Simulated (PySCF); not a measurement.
**Assignment exercise: C₆H₁₂O₂**

Atom-mapped SMILES (the numbers label the heavy atoms): `[CH3:1][C:2](=[O:3])[O:4][C:5]([CH3:6])([CH3:7])[CH3:8]`. Hydrogens are named by the atom that carries them.

[PySCF: structure optimised with GFN2-xTB; shieldings: GIAO PBE0/pcSseg-1; no solvent; one averaged value for each set of equivalent atoms; no relativistic terms; one conformer]

Shifts are taken against calculated references (same method and geometry level): ¹³C (186.93 ppm) and ¹H (31.72 ppm) against TMS.

Task: Assign these signals to the numbered atoms. ¹³C{¹H} NMR (computed): δ 176.1, 80.6, 28.8, 25.0.

Result: 
```tsv
δ (ppm)	atoms	environment	reason
176.1	C2	ester carbonyl carbon	lone-pair donation from the attached heteroatom keeps it upfield of a ketone carbonyl
80.6	C5	fully substituted sp3 carbon bonded to O	deshielded by the electronegative neighbour
28.8	C6/C7/C8	methyl carbon	aliphatic region, no heteroatom directly attached
25.0	C1	methyl carbon α to a carbonyl	α to the electron-withdrawing carbonyl group
```

Task: Assign these signals to the numbered atoms. ¹H NMR (300 MHz, computed): δ 2.06 (s, 3H), 1.52 (s, 9H).

Result: 
```tsv
δ (ppm)	atoms	environment	reason
2.06	H(C1)	hydrogen on a methyl carbon α to a carbonyl	α to C=O
1.52	H(C6)/H(C7)/H(C8)	hydrogen on a methyl carbon	–
```

Shifts are as computed. Against solution values, carbons near 30 ppm lie about +3 ppm off and those near 130 ppm about +5 ppm. Of 246 compounds with measured shifts, 49 miss one by over three times the rms of a fit or turn the order of signals round; such compounds aren't used in these exercises. Multiplicities follow the n + 1 count of equivalent neighbours, as no J values were calculated; m marks all less simple cases, F and P coupling included.
